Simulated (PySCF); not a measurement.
# Telling isomers of C10H8N2 apart by NMR

Rapidly exchanging positions averaged, non-relativistic Hamiltonian, single conformer, no solvent model. Shieldings: GIAO PBE0/pcSseg-1; geometry: GFN2-xTB; PySCF.

Scale: $^{1}$H (σref 31.72), $^{13}$C (σref 186.93) vs TMS (reference shieldings calculated alike). Where no couplings were computed, multiplicities follow the n + 1 count of equivalent neighbours, and m marks all less simple cases (inequivalent or close neighbours, rings, F or P nearby). Shifts are as computed. Against solution values, carbons near 30 ppm lie about +3 ppm off and those near 130 ppm about +5 ppm. Of 1211 compounds with measured shifts, 218 miss one by over three times the rms of a fit or turn the order of signals round; such compounds aren't used in these exercises.

(1) Tabulate the signals of `c1cncc(-c2ccncc2)c1`, `C=C(C#CC#N)/C=C/CCC#N`, `C#Cc1nncc(CC)c1C#C`, `c1ccc(-c2ccnnc2)cc1` and their relative energies.

(2) What is the quickest way to tell C=C(C#CC#N)/C=C/CCC#N from C#Cc1nncc(CC)c1C#C?

(3) What is the quickest way to tell c1cncc(-c2ccncc2)c1 from C=C(C#CC#N)/C=C/CCC#N?

(4) What is the quickest way to tell C#Cc1nncc(CC)c1C#C from c1ccc(-c2ccnnc2)cc1?

Results:

(1) 
```json
{"SMILES": "c1cncc(-c2ccncc2)c1", "carbon types": "2×C 8×CH", "δC": "156.6, 156.0, 154.7, 152.6, 141.2, 141.0, 128.7, 127.1", "δH": "9.18 (s, 1H), 9.12 (d, 2H), 9.09 (d, 1H), 8.07 (d, 1H), 7.59 (m, 1H), 7.53 (d, 2H)", "E rel. (kcal/mol)": "0.0"}
{"SMILES": "C=C(C#CC#N)/C=C/CCC#N", "carbon types": "5×C 2×CH 3×CH2", "δC": "142.1, 141.9, 140.3, 132.3, 122.8, 111.4, 83.1, 77.0, 35.1, 18.8", "δH": "6.48 (d, 1H), 6.37 (m, 1H), 6.29 (m, 1H), 6.25 (m, 1H), 2.45 (m, 2H), 2.40 (m, 2H)", "E rel. (kcal/mol)": "86.1"}
{"SMILES": "C#Cc1nncc(CC)c1C#C", "carbon types": "5×C 3×CH 1×CH2 1×CH3", "δC": "152.2, 150.8, 149.1, 128.0, 104.2, 95.9, 85.2, 82.0, 29.7, 18.5", "δH": "9.38 (s, 1H), 3.61 (s, 1H), 3.31 (s, 1H), 2.85 (q, 2H), 1.27 (t, 3H)", "E rel. (kcal/mol)": "112.5"}
{"SMILES": "c1ccc(-c2ccnnc2)cc1", "carbon types": "2×C 8×CH", "δC": "155.7, 154.1, 143.5, 143.1, 135.3, 135.2, 133.8, 127.5", "δH": "9.74 (s, 1H), 9.67 (d, 1H), 7.89 (m, 2H), 7.88 (m, 2H), 7.83 (m, 1H), 7.50 (d, 1H)", "E rel. (kcal/mol)": "20.5"}
```

Energies are electronic energies at PBE0/pcSseg-1 on these geometries, without zero-point or thermal terms, each for the one conformer computed, which needn't be the lowest.

(2) Both give the same number of carbon signals, but DEPT or the intensities differ. The first has a terminal =CH2 carbon at 142.1 ppm, the second a methyl carbon (CH3) at 18.5 ppm. Their most deshielded carbons lie at 142.1 and 152.2 ppm. In the proton spectra the most deshielded non-exchanging signals are 6.48 (d, 1H) and 9.38 (s, 1H).

(3) Count the carbon signals: 8 against 10. The first has a substituted aromatic carbon (C) at 152.6 ppm, the second a terminal =CH2 carbon at 142.1 ppm. Their most deshielded carbons lie at 156.6 and 142.1 ppm. In the proton spectra the most deshielded non-exchanging signals are 9.18 (s, 1H) and 6.48 (d, 1H).

(4) Count the carbon signals: 10 against 8. The first has an alkyne carbon (C) at 82.0 ppm, the second an aromatic CH at 127.5 ppm. Their most deshielded carbons lie at 152.2 and 155.7 ppm.
